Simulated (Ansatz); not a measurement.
Ansatz (an electronic-structure program) input (CCSD(T)/aug-cc-pVDZ):

Ansatz 0.2 input:
```yaml
crystal:
  periodic: [false, false, false]
  atoms:
    - {symbol: N, position_ang: [-0.00000000, -0.00000000, -1.25788699]}
    - {symbol: C, position_ang: [-0.00000000, -0.00000000, -0.07148921]}
    - {symbol: O, position_ang: [0.00000000, 0.00000000, 1.15426802]}
basis:
  gaussian:
    orbitals: aug-cc-pVDZ
total_charge: -1
magnetization: {spin_polarized: false}
correlation: {method: ccsd_t, electrons: outside_noble_gas}
output: {forces: true}
```

End of the output:

```
mean field: 0.13 GiB planned
mean field evaluation 1: about -4548.2834 eV, gradient 3.2e1 eV
mean field evaluation 2: about -4548.2858 eV, gradient 3.2e1 eV
mean field evaluation 4: about -4550.6903 eV, gradient 3.6e0 eV
mean field evaluation 8: about -4550.7374 eV, gradient 1.5e-1 eV
mean field evaluation 16: about -4550.7256 eV, gradient 1.7e0 eV
mean field -4550.73752663 eV, -167.2365195031 hartree, gradient 1.5e-6 eV, S^2 0.000000; 0 other end points of the search recorded, 0 dependent functions left out
3 core orbitals not correlated
reference -4550.73752663 eV, -167.2365195031 hartree; 8, 8 occupied and 58, 58 virtual orbitals, 691 factors
densities: 0.21 GiB planned
second order -13.50976746 eV of doubles, -0.00000000 eV of singles
coupled cluster: 0.16 GiB planned
cycle   1  -12.91931085 eV  change    5.9e-1 eV  update   1.1e-1
cycle   2  -13.34980158 eV  change   -4.3e-1 eV  update   3.7e-2
cycle   3  -13.45470392 eV  change   -1.0e-1 eV  update   1.7e-2
cycle   4  -13.45061500 eV  change    4.1e-3 eV  update   4.4e-3
cycle   5  -13.44772586 eV  change    2.9e-3 eV  update   1.7e-3
cycle   6  -13.44887721 eV  change   -1.2e-3 eV  update   5.4e-4
cycle   7  -13.44872058 eV  change    1.6e-4 eV  update   1.9e-4
cycle   8  -13.44864782 eV  change    7.3e-5 eV  update   5.2e-5
cycle   9  -13.44866217 eV  change   -1.4e-5 eV  update   2.3e-5
cycle  10  -13.44866277 eV  change   -5.9e-7 eV  update   7.4e-6
cycle  11  -13.44865385 eV  change    8.9e-6 eV  update   3.2e-6
perturbative correction -0.61257814 eV, -0.0225118314 hartree
the calculation of the forces begins
Total energy: -4564.79875862 eV, -167.7532602477 hartree
Atom 0 at    -0.000000    -0.000000    -1.257887 Å, force    -0.000000    -0.000000    -2.632176 eV/Å
Atom 1 at    -0.000000    -0.000000    -0.071489 Å, force    -0.000000    -0.000000     1.035818 eV/Å
Atom 2 at     0.000000     0.000000     1.154268 Å, force    -0.000000    -0.000000     1.596359 eV/Å
Dipole moment:     0.000000     0.000000     0.326786 e Å
```
